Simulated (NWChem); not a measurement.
System: CF₂InNO; SMILES O=C=[N][In]([F])[F]

The following NWChem deck was run.

```
start job
memory heap 200 mb stack 900 mb global 1100 mb
geometry units angstroms noautosym nocenter noautoz
  In    -0.030480     0.549837     0.000000
  F     -1.928468     0.948201     0.000000
  F      1.203671     2.039265     0.000000
  N      0.666212    -1.327716     0.000000
  C      0.292356    -2.479318     0.000000
  O      0.010947    -3.610563     0.000000
end
basis spherical
  * library def2-svpd
end
ecp
  In library def2-ecp
end
dft
  xc xpbe96 cpbe96
  iterations 150
end
property
  response 1 0.0
end
task dft property
```

NWChem printed, in part:

```
             Northwest Computational Chemistry Package (NWChem) 7.3.0
             --------------------------------------------------------

                             Geometry "geometry" -> ""
                             -------------------------

 Output coordinates in angstroms (scale by  1.889725989 to convert to a.u.)

  No.       Tag          Charge          X              Y              Z
 ---- ---------------- ---------- -------------- -------------- --------------
    1 In                  49.0000    -0.03048000     0.54983700     0.00000000
    2 F                    9.0000    -1.92846800     0.94820100     0.00000000
    3 F                    9.0000     1.20367100     2.03926500     0.00000000
    4 N                    7.0000     0.66621200    -1.32771600     0.00000000
    5 C                    6.0000     0.29235600    -2.47931800     0.00000000
    6 O                    8.0000     0.01094700    -3.61056300     0.00000000

 Effective nuclear repulsion energy (a.u.)     545.0109900512

                                 NWChem DFT Module
                                 -----------------

 Summary of "ao basis" -> "ao basis" (spherical)
 ------------------------------------------------------------------------------
       Tag                 Description            Shells   Functions and Types
 ---------------- ------------------------------  ------  ---------------------
 In                        def2-svpd                12       32   5s4p3d
 F                         def2-svpd                 9       23   4s3p2d
 N                         def2-svpd                 8       20   4s2p2d
 C                         def2-svpd                 8       20   4s2p2d
 O                         def2-svpd                 9       23   4s3p2d

            General Information
            -------------------
          SCF calculation type: DFT
          Wavefunction type:  closed shell.
          No. of atoms     :     6
          No. of electrons :    60
           Alpha electrons :    30
            Beta electrons :    30
          Charge           :     0
          Spin multiplicity:     1
          Use of symmetry is: off; symmetry adaption is: off
          Maximum number of iterations: 150
          AO basis - number of functions:   141
                     number of shells:    55
          Convergence on energy requested:  1.00D-06
          Convergence on density requested:  1.00D-05
          Convergence on gradient requested:  5.00D-04

              XC Information
              --------------
          PerdewBurkeErnzerhof Exchange Functional  1.000
            Perdew 1991 LDA Correlation Functional  1.000 local
           PerdewBurkeErnz. Correlation Functional  1.000 non-local

             Grid Information
             ----------------
          Grid used for XC integration:  medium
          Radial quadrature: Mura-Knowles
          Angular quadrature: Lebedev.
          Tag              B.-S. Rad. Rad. Pts. Rad. Cut. Ang. Pts.
          ---              ---------- --------- --------- ---------
          In                  1.55      123          13.0       590
          F                   0.50       49          15.0       434
          N                   0.65       49          11.0       434
          C                   0.70       49          13.0       434
          O                   0.60       49          15.0       434
          Grid pruning is: on
          Number of quadrature shells:   368
          Spatial weights used:  Erf1

      Superposition of Atomic Density Guess
      -------------------------------------

 Sum of atomic energies:        -583.20705292

      Non-variational initial energy
      ------------------------------

 Total energy =    -555.567456
 1-e energy   =   -1433.066186
 2-e energy   =     579.654810
 HOMO         =      -0.388398
 LUMO         =      -0.129417

   convergence    iter        energy       DeltaE   RMS-Dens  Diis-err
 ---------------- ----- ----------------- --------- --------- ---------
 d= 0,ls=0.0,diis     1   -557.1141335906 -8.55D+02  3.31D-02  1.92D+00
 d= 0,ls=0.0,diis     2   -555.2939921451  1.82D+00  2.18D-02  2.12D+01
 d= 0,ls=0.0,diis     3   -557.2991890052 -2.01D+00  5.34D-03  5.51D-01
 d= 0,ls=0.0,diis     4   -557.3218620666 -2.27D-02  2.74D-03  3.34D-01
 d= 0,ls=0.0,diis     5   -557.3534372262 -3.16D-02  9.67D-04  5.94D-02
  Resetting Diis
 d= 0,ls=0.0,diis     6   -557.3590207119 -5.58D-03  1.94D-04  1.15D-03
 d= 0,ls=0.0,diis     7   -557.3591139794 -9.33D-05  2.00D-04  1.13D-04
 d= 0,ls=0.0,diis     8   -557.3590600577  5.39D-05  1.33D-04  6.34D-04
 d= 0,ls=0.0,diis     9   -557.3591249997 -6.49D-05  2.87D-05  2.38D-05
 d= 0,ls=0.0,diis    10   -557.3591272227 -2.22D-06  9.40D-06  3.13D-06
 d= 0,ls=0.0,diis    11   -557.3591275003 -2.78D-07  3.48D-06  4.61D-07

         Total DFT energy =     -557.359127500266
      One electron energy =    -1434.396501883357
           Coulomb energy =      637.347523230802
    Exchange-Corr. energy =      -58.154069457295
 Nuclear repulsion energy =      297.843920609583

 Numeric. integr. density =       60.000000041956

                       DFT Final Molecular Orbital Analysis
                       ------------------------------------

 Vector   28  Occ=2.000000D+00  E=-3.415458D-01
              MO Center= -9.4D-01,  1.3D+00,  2.8D-12, r^2= 2.9D+00
   Bfn.  Coefficient  Atom+Function         Bfn.  Coefficient  Atom+Function
  ----- ------------  ---------------      ----- ------------  ---------------
    38      0.505229  2 F  py                60      0.355338  3 F  px
    41     -0.329748  2 F  py                63     -0.231080  3 F  px
    37      0.221318  2 F  px                40     -0.141909  2 F  px
    18     -0.126597  1 In d -2              44     -0.102589  2 F  py
    61     -0.098940  3 F  py                64      0.068512  3 F  py

 Vector   29  Occ=2.000000D+00  E=-2.950082D-01
              MO Center=  3.5D-01, -2.0D+00,  7.2D-10, r^2= 2.8D+00
   Bfn.  Coefficient  Atom+Function         Bfn.  Coefficient  Atom+Function
  ----- ------------  ---------------      ----- ------------  ---------------
    83      0.445747  4 N  px               123      0.390177  6 O  px
    86     -0.298462  4 N  px               102     -0.288833  5 C  s
    82     -0.287125  4 N  s                126      0.259715  6 O  px
   101      0.213137  5 C  s                  4      0.179642  1 In s
     3      0.163426  1 In s                122      0.151841  6 O  s

 Vector   30  Occ=2.000000D+00  E=-2.920572D-01
              MO Center=  3.7D-01, -2.1D+00, -2.1D-09, r^2= 2.4D+00
   Bfn.  Coefficient  Atom+Function         Bfn.  Coefficient  Atom+Function
  ----- ------------  ---------------      ----- ------------  ---------------
    85      0.460811  4 N  pz               125      0.415105  6 O  pz
    88     -0.310443  4 N  pz               128      0.276784  6 O  pz
    14     -0.084465  1 In pz                19     -0.084483  1 In d -1
   105     -0.080314  5 C  pz               108     -0.074030  5 C  pz
    39     -0.068505  2 F  pz                62     -0.067535  3 F  pz

 Vector   31  Occ=0.000000D+00  E=-1.567579D-01
              MO Center= -7.7D-02,  4.9D-01,  4.1D-09, r^2= 3.9D+00
   Bfn.  Coefficient  Atom+Function         Bfn.  Coefficient  Atom+Function
  ----- ------------  ---------------      ----- ------------  ---------------
     4      0.844554  1 In s                  3      0.786827  1 In s
     1     -0.392770  1 In s                 81     -0.335442  4 N  s
   102      0.270044  5 C  s                 82     -0.258506  4 N  s
    37      0.249535  2 F  px                40     -0.203531  2 F  px
    80     -0.189470  4 N  s                 61     -0.183421  3 F  py

 Vector   32  Occ=0.000000D+00  E=-9.717933D-02
              MO Center=  9.6D-03,  1.7D-01, -6.3D-09, r^2= 4.6D+00
   Bfn.  Coefficient  Atom+Function         Bfn.  Coefficient  Atom+Function
  ----- ------------  ---------------      ----- ------------  ---------------
    14      0.650826  1 In pz                17      0.563490  1 In pz
   105     -0.216085  5 C  pz                11     -0.160508  1 In pz
   108     -0.156762  5 C  pz                62      0.154583  3 F  pz
    39      0.153717  2 F  pz               125      0.148243  6 O  pz
     8     -0.147212  1 In pz               128      0.118185  6 O  pz

 Vector   33  Occ=0.000000D+00  E=-2.681488D-02
              MO Center=  5.0D-01, -1.7D+00, -3.2D-09, r^2= 6.4D+00
   Bfn.  Coefficient  Atom+Function         Bfn.  Coefficient  Atom+Function
  ----- ------------  ---------------      ----- ------------  ---------------
   102      1.606530  5 C  s                  5      0.840241  1 In s
   122     -0.810635  6 O  s                 82     -0.633009  4 N  s
     4     -0.624500  1 In s                103     -0.418165  5 C  px
    15      0.356787  1 In px               130     -0.283580  6 O  py
   106     -0.245145  5 C  px               123      0.241377  6 O  px

     Multipole analysis of the density
     ---------------------------------

     L   x y z        total         alpha         beta         nuclear
     -   - - -        -----         -----         ----         -------
     0   0 0 0      0.000000    -30.000000    -30.000000     60.000000

     1   1 0 0      0.154046      0.698797      0.698797     -1.243547
     1   0 1 0     -0.021916     13.803556     13.803556    -27.629028
     1   0 0 1      0.000000      0.000000      0.000000      0.000000

     2   2 0 0    -41.493418   -110.292011   -110.292011    179.090603
     2   1 1 0     -0.754258      9.576716      9.576716    -19.907690
     2   1 0 1     -0.000000     -0.000000     -0.000000      0.000000
     2   0 2 0    -45.756563   -389.589364   -389.589364    733.422165
     2   0 1 1     -0.000000     -0.000000     -0.000000      0.000000
     2   0 0 2    -32.508572    -16.254286    -16.254286      0.000000

 *** CALLING NEW AORESP DRIVER FOR CLOSED AND OPEN SHELLS ***
 Entering AOResponse driver routine

--------------------------------------------------------------------------------

          -----------------------------------------------
          Solving response equations for perturbing field
          -----------------------------------------------

 number of frequencies:     1
 frequency in a.u.:  0.0000000E+00
 Perturbing field: electric
 Using El. Dipole Length Gauge

 Setting up CPKS with frequency omega =      0.00000000 a.u.

 STATIC response

                                NWChem CPHF Module
                                ------------------

  scftype          =     RHF
  nclosed          =       30
  nopen            =        0
  variables        =     3330
  # of vectors     =        3
  tolerance        = 0.10D-03
  level shift      = 0.00D+00
  max iterations   =       50
  max subspace     =       30

 SCF residual:    1.6258536412485145E-004

Iterative solution of linear equations
  No. of variables     3330
  No. of equations        3
  Maximum subspace       30
        Iterations       50
       Convergence  1.0D-04

   iter   nsub   residual    time
   ----  ------  --------  ---------
     1      3    1.24D+01      62.9
     2      6    8.09D+00      80.2
     3      9    1.43D+00      98.8
     4     12    4.60D-01     115.3
     5     15    1.72D-01     133.5
     6     18    9.91D-03     152.0
     7     21    6.45D-04     168.5
     8     24    1.34D-04     181.5
     9     27    6.48D-05     199.8

 Electric Dipole Response Matrix (nonzero elements):

              1        2        3
    1   47.2856   1.3150  -0.0000
    2    1.3151  81.3781  -0.0000
    3   -0.0000  -0.0000  35.9532

 ------------------------------------------
 average:        54.87231 + I       0.00000

 DFT Linear Response polarizability / au
 Frequency  =       0.0000000 / au
              X              Y              Z
 -----------------------------------------------
 X      47.2856155      1.3150461     -0.0000000
 Y       1.3151093     81.3781357     -0.0000000
 Z      -0.0000000     -0.0000000     35.9531702
 -----------------------------------------------
 Eigenvalues =      47.2349657     81.4287855     35.9531702
 Isotropic   =      54.8723071
 Anisotropic =      41.0154106
 -----------------------------------------------

 Magnetic Dipole Response Matrix (nonzero elements):

 Exiting AOResponse driver routine
```

Level: PBE/def2-SVPD with def2 effective core potentials on In. Coordinates come from a PBE0/def2-SVP optimisation. Not confirmed as a minimum by frequencies. def2 effective core potentials on In; no spin-orbit coupling.
